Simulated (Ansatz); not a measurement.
Consider the ligand exchange at a B–O bond: `[SiH3][SiH2]OBCl` + CH₃NH₂ → `CNBCl` + `O[SiH2][SiH3]`.

Gas-phase electronic energies from Ansatz, PBE0-D4/def2-TZVP geometries. CBS: MP2 limit from def2 TZ/QZ plus the TZ coupled-cluster correction, frozen cores. DFT in def2-TZVPP. B3LYP here is the variant with VWN-RPA as its local correlation; programs differ in this. One conformer a species, not always the lowest.

**Question.** Is it downhill or uphill in electronic energy at CCSD(T)/CBS, and by how much? (An estimate is asked.)

**Answer.** The calculation gave: Downhill: ΔE = -0.06 eV.

**Question.** What do these levels give: PBE0-D4, ωB97M-V, B2PLYP, B3LYP, MP2/def2-TZVPP, CCSD(T)/def2-TZVPP? (An estimate is asked.)

**Answer.** The calculation gave: PBE0-D4 -0.10, ωB97M-V -0.06, B2PLYP -0.07, B3LYP -0.08, MP2/def2-TZVPP -0.07, CCSD(T)/def2-TZVPP -0.05 eV.

Largest T1 diagnostic among the species: 0.013.

In def2-TZVPP, CCSD(T) changes the Hartree–Fock value by −0.08 eV (the triples alone add −0.01 eV) and MP2 by −0.11 eV.
